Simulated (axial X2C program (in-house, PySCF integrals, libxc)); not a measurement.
# Nuclear properties of CoN⁻

Calculated with an axial X2C code built on PySCF integrals: two-component X2C with atomic mean-field Coulomb and Gaunt terms, Gaussian nuclei, basis Co dyall-acv3z, N dyall-av3z with contracted cores.

R = 1.587 Å (near the PBE0 minimum at charge -1 of the determinant lowest at the starting distance; the state shown can have its own minimum elsewhere).

Determinant lowest in the PBE0 search, Ω = 7/2 (⟨Sz⟩ = 1.50, ⟨Lz⟩ = 2.00 at PBE0), spin on the atoms Co 1.00, N 0.50:

```tsv
level	Eeff magnitude (GV/cm)	Ws magnitude Co (kHz)	A∥/gI Co (MHz)	qzz Co (a.u.)	A∥/gI N (MHz)	qzz N (a.u.)
PBE0	0.857	0.0693	388	0.44	-13.6	0.13
PBE50	1.27	0.114	491	0.20	-39.8	-0.18
BP86	0.373	0.0189	342	0.37	-12.5	0.07
B3LYP	0.667	0.0493	366	0.45	-11.4	0.15
```

Eeff is the effective electric field on the electron electric dipole moment in this Ω state and Ws the scalar–pseudoscalar constant of the nucleus named (defined with the proton number Z and per Ω); A∥ (defined per Ω) follows by multiplying with gI = μI/(I μN); qzz is the electric field gradient, eQq0 = 234.96 MHz × Q/barn × qzz. The operators were transformed with the bare-nucleus X2C matrices; with these basis sets, hyperfine constants and field gradients can be off by tens of per cent, and where levels differ in sign neither size nor sign is settled.

Question: With gI(59Co) = 1.3220 (g factors from the IAEA table of nuclear moments by Stone), turn the PBE0 values of the first state into constants in MHz.

Answer: A∥(59Co) = 388 × 1.3220 = 513 MHz.

Each state is one determinant with collinear spin, which with several unpaired electrons need not be a pure state. For an anion, determinants above electron detachment, or with a positive highest level, are held by the basis set. With several open shells hyperfine constants can be off by a factor of several. Where Eeff spreads by more than a factor of two the levels disagree and none is to be relied on. Left out as unconverged or as another state under the same occupation: HF in at least one table. The search compared states at one distance, so a state with another bond length can lie lower. Further determinants of the search, some of them spin-mixed, are not shown. Where a field gradient or hyperfine factor spreads by more than a factor of two over the levels, a constant derived from it is not to be relied on.
